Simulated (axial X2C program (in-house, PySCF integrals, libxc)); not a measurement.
Potential curves of NaBr, without spin–orbit coupling

All values were computed with an in-house all-electron X2C program for linear molecules (integrals from PySCF). Spin-free means the one-electron spin-free X2C Hamiltonian. Basis: Br dyall-cv3z [8s9p6d4f1g], Na dyall-cv3z [9s8p5d2f] (cores contracted in-house); Gaussian nuclei, density fitting, unrestricted open shells. Masses: Br 78.918 u, Na 22.990 u.

State: M_S = 0, Λ = 0 (closed shell). Energies in cm⁻¹ from the fragments at the same level (Br + Na). Fits are polynomials in 1 − R0/R over 0.85 to 1.23 times the lowest point R0.

| R (Å) | CCSD(T) | HF |
| --- | --- | --- |
| 2.1854 |  | -17890 |
| 2.2859 | -27898 | -20304 |
| 2.3613 | -28960 | -21377 |
| 2.4366 | -29552 | -21975 |
| 2.5120 | -29784 | -22207 |
| 2.5999 | -29707 | -22128 |
| 2.6878 | -29355 | -21771 |
| 2.8009 | -28618 | -21026 |
| 2.9390 |  | -19839 |
| 3.1400 |  | -17840 |

Correlated methods: 8 electrons correlated (number of frozen shells: Br 3 s, 2 p, 1 d; Na 2 s, 1 p), 234 virtual spin orbitals or spinors in MP2, 72 natural virtuals in coupled cluster.

The state is a single determinant with fixed occupations, the lowest that a limited PBE0 search found. The closed shell is kept restricted, so the energy runs too high when the bond is stretched far. Dissociation energies refer to the lowest single-determinant-based atoms at the same level and basis. CCSD and (T) use frozen natural virtuals with an MP2 correction for the truncation; (T) itself is uncorrected, so its De runs slightly low. With the outer-core shells frozen, correlated bond lengths of heavy atoms tend to come out a few hundredths of an ångström too long. Spin-free De lacks the spin–orbit lowering of the heavy p-block atom, a tenth of an eV or more for 4p and 5p, up to an eV for 6p and one to two eV for 7p atoms, less what an open-shell molecule gains itself. Coupled cluster ran on the points near the minimum only. MP2 and coupled cluster on one determinant become unreliable at the stretched end.

Q: What are Re, ωe and De at the CCSD(T) level?

A: At CCSD(T), spin-free: Re = 2.535 Å, ωe ≈ 291 cm⁻¹, De = 3.69 eV to Br + Na; Be follows as 0.147 cm⁻¹.

Q: What are Re, ωe and De at the HF level?

A: At HF, spin-free: Re = 2.534 Å, ωe ≈ 293 cm⁻¹, De = 2.75 eV to Br + Na; Be follows as 0.147 cm⁻¹.
